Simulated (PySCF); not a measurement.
Input file for PySCF: R-M06-2X/def2-TZVPP on CH4O4 (SMILES OC(O)(O)O).

```python
from pyscf import gto, dft

mol = gto.M(
    atom='''
    C    -0.00001227    0.00001024    0.00000370
    O     0.68041493    0.95649890    0.74478234
    H     1.36844010    0.49954487    1.24486127
    O     0.95313709   -0.83905259   -0.56569107
    H     0.49100840   -1.61542603   -0.90620097
    O    -0.77729855    0.67746734   -0.93241635
    H    -0.23036404    1.37585233   -1.31371238
    O    -0.85628690   -0.79485134    0.75334425
    H    -1.62903876   -0.26004373    0.97492922
    ''',
    basis='def2-tzvpp',
    charge=0, spin=0, verbose=4, max_memory=1800)
mf = dft.RKS(mol, xc='m062x').density_fit(auxbasis='def2-universal-jkfit')
mf.grids.level = 4
mf.conv_tol = 1e-9
mf.max_cycle = 150
mf.kernel()
mf.dip_moment()
```

Output:

```
PySCF version 2.14.0

[INPUT] verbose = 4
[INPUT] num. atoms = 9
[INPUT] num. electrons = 42
[INPUT] charge = 0
[INPUT] spin (= nelec alpha-beta = 2S) = 0
[INPUT] symmetry False subgroup None
[INPUT] Mole.unit = angstrom
[INPUT] Symbol           X                Y                Z      unit          X                Y                Z       unit  Magmom
[INPUT]  1 C     -0.000012270000   0.000010240000   0.000003700000 AA   -0.000023186940   0.000019350796   0.000006991987 Bohr   0.0
[INPUT]  2 O      0.680414930000   0.956498900000   0.744782340000 AA    1.285797868765   1.807520959448   1.407434645013 Bohr   0.0
[INPUT]  3 H      1.368440100000   0.499544870000   1.244861270000 AA    2.585977006872   0.944002991231   2.352446863378 Bohr   0.0
[INPUT]  4 O      0.953137090000  -0.839052590000  -0.565691070000 AA    1.801168059265  -1.585579599207  -1.069001193412 Bohr   0.0
[INPUT]  5 H      0.491008400000  -1.615426030000  -0.906200970000 AA    0.927871400861  -3.052712771193  -1.712471647115 Bohr   0.0
[INPUT]  6 O     -0.777298550000   0.677467340000  -0.932416350000 AA   -1.468881376522   1.280227730938  -1.762011535567 Bohr   0.0
[INPUT]  7 H     -0.230364040000   1.375852330000  -1.313712380000 AA   -0.435324944548   2.599984091545  -2.482556604651 Bohr   0.0
[INPUT]  8 O     -0.856286900000  -0.794851340000   0.753344250000 AA   -1.618147725053  -1.502051342344   1.423614310016 Bohr   0.0
[INPUT]  9 H     -1.629038760000  -0.260043730000   0.974929220000 AA   -3.078437102701  -0.491411430110   1.842349216636 Bohr   0.0

nuclear repulsion = 207.214940530923
number of shells = 79
number of NR pGTOs = 294
number of NR cGTOs = 211
basis = def2-tzvpp
ecp = {}


******** <class 'pyscf.df.df_jk.DFRKS'> ********
method = DFRKS
initial guess = minao
damping factor = 0
level_shift factor = 0
DIIS = <class 'pyscf.scf.diis.CDIIS'>
diis_start_cycle = 1
diis_space = 8
diis_damp = 0
SCF conv_tol = 1e-09
SCF conv_tol_grad = None
SCF max_cycles = 150
direct_scf = False
XC library pyscf.dft.libxc version 7.1.2
    S. Lehtola, C. Steigemann, M. J. T. Oliveira, and M. A. L. Marques,  SoftwareX 7, 1–5 (2018)
XC functionals = m062x
    Y. Zhao and D. G. Truhlar,  Theor. Chem. Acc. 120, 215 (2008)
    Y. Zhao and D. G. Truhlar,  Theor. Chem. Acc. 120, 215 (2008)
radial grids:
    Treutler-Ahlrichs [JCP 102, 346 (1995); DOI:10.1063/1.469408] (M4) radial grids

becke partition: Becke, JCP 88, 2547 (1988); DOI:10.1063/1.454033
pruning grids: <function nwchem_prune>
grids dens level: 4
symmetrized grids: False
atomic radii adjust function: <function treutler_atomic_radii_adjust>
small_rho_cutoff = 0
Set gradient conv threshold to 3.16228e-05
Initial guess from minao.
tot grids = 204480
******** <class 'pyscf.df.df.DF'> ********
auxbasis = def2-universal-jkfit
init E= -342.228808454797
  HOMO = -0.416216560461767  LUMO = 0.010955158559792  gap/eV = 11.62393
cycle= 1 E= -341.247365249946  delta_E= 0.981  |g|= 1.09  |ddm|= 2.18
  HOMO = -0.309373330626213  LUMO = 0.0591909427541175  gap/eV = 10.02914
cycle= 2 E= -341.221595357296  delta_E= 0.0258  |g|= 1.22  |ddm|= 1.02
  HOMO = -0.389827979783732  LUMO = 0.0500224201600474  gap/eV = 11.96894
cycle= 3 E= -341.454426644893  delta_E= -0.233  |g|= 0.0435  |ddm|= 0.522
  HOMO = -0.39472882968997  LUMO = 0.0508589987402424  gap/eV = 12.12506
cycle= 4 E= -341.454753826275  delta_E= -0.000327  |g|= 0.0175  |ddm|= 0.0381
  HOMO = -0.392253955687007  LUMO = 0.0514343578223553  gap/eV = 12.07337
cycle= 5 E= -341.454811213948  delta_E= -5.74e-05  |g|= 0.00595  |ddm|= 0.0141
  HOMO = -0.393273177428857  LUMO = 0.0512022388617801  gap/eV = 12.09479
cycle= 6 E= -341.45481807173  delta_E= -6.86e-06  |g|= 0.000463  |ddm|= 0.00472
  HOMO = -0.393232849401787  LUMO = 0.0512144688326899  gap/eV = 12.09403
cycle= 7 E= -341.454818150545  delta_E= -7.88e-08  |g|= 5.98e-05  |ddm|= 0.000654
  HOMO = -0.39323957922521  LUMO = 0.0512147942870733  gap/eV = 12.09422
cycle= 8 E= -341.454818152391  delta_E= -1.85e-09  |g|= 1.2e-05  |ddm|= 0.000111
  HOMO = -0.393240007148192  LUMO = 0.0512149142735758  gap/eV = 12.09423
cycle= 9 E= -341.45481815244  delta_E= -4.88e-11  |g|= 2.72e-06  |ddm|= 1.5e-05
  HOMO = -0.393239877295089  LUMO = 0.0512149357639338  gap/eV = 12.09423
Extra cycle  E= -341.454818152442  delta_E= -2.05e-12  |g|= 1.65e-06  |ddm|= 3.9e-06
converged SCF energy = -341.454818152442
Dipole moment(X, Y, Z, Debye):  0.00009, -0.00027, -0.00030
```

The calculation finished and met its thresholds.

Cost: around 60 core-seconds (rough).
